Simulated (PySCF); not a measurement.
Si(Cl)2(F)(GeH3) (Cl2FGeH3Si), SMILES F[Si](Cl)(Cl)[GeH3].

The structure is a stationary point at B3LYP-D3(BJ)/def2-SVP. The structure was generated by enumeration, and PubChem lists no compound with its InChIKey, so it may never have been made.

Level of theory: PBE/def2-TZVP run with PySCF.

Isolated molecule, no solvent.

total energy: -3387.86166 hartree
point group: Cs
highest occupied level: -7.54 eV
lowest empty level: -1.40 eV
orbital gap: 6.14 eV
dipole moment: 1.72 D
quadrupole, principal values (traceless, Buckingham form, about the centre of nuclear charge): -2.52, 0.50, 2.02 D·Å
mean static polarisability: 82.6 bohr³ (12.24 Å³)
polarisability, principal values: 67.6, 85.6, 94.6 bohr³
